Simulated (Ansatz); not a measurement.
Start from `CSCc1ccccc1` and change one atom or group to get `Fc1ccccc1`.

Ansatz, PBE0-D4/def2-TZVP geometries, multiplicity 1. Each molecule was computed in one conformer, which needn't be the lowest.

```tsv
property	`CSCc1ccccc1`
size of the dipole moment (B3LYP/def2-TZVPP) / D	1.36
HOMO–LUMO gap (PBE0/def2-TZVPP) / eV	5.83
LUMO energy (PBE/def2-TZVPP) / eV	-1.34
HOMO energy (B3LYP/def2-TZVPP) / eV	-6.05
LUMO energy (ωB97M-V/def2-TZVPP) / eV	1.54
HOMO–LUMO gap (ωB97M-V/def2-TZVPP) / eV	10.02
```

**Question.** Give the same properties after the change, and the shifts. (An estimate is asked.)

**Answer.** Computed: 
| property | `Fc1ccccc1` | shift |
| --- | --- | --- |
| size of the dipole moment (B3LYP/def2-TZVPP) / D | 1.46 | 0.10 |
| HOMO–LUMO gap (PBE0/def2-TZVPP) / eV | 6.71 | 0.88 |
| LUMO energy (PBE/def2-TZVPP) / eV | -1.40 | -0.06 |
| HOMO energy (B3LYP/def2-TZVPP) / eV | -7.00 | -0.95 |
| LUMO energy (ωB97M-V/def2-TZVPP) / eV | 1.52 | -0.02 |
| HOMO–LUMO gap (ωB97M-V/def2-TZVPP) / eV | 10.82 | 0.80 |

With PBE0 the HOMO falls by 0.94 eV and the LUMO falls by 0.07 eV, so the gap widens by about 0.87 eV. PBE moves the HOMO by -1.07 eV and ωB97M-V by -0.83 eV. Dipoles are sizes alone; their direction can turn.

Positive LUMOs are unbound, so they and the gaps depend on the basis.

B3LYP here is the variant with VWN-RPA as its local correlation; programs differ in this.
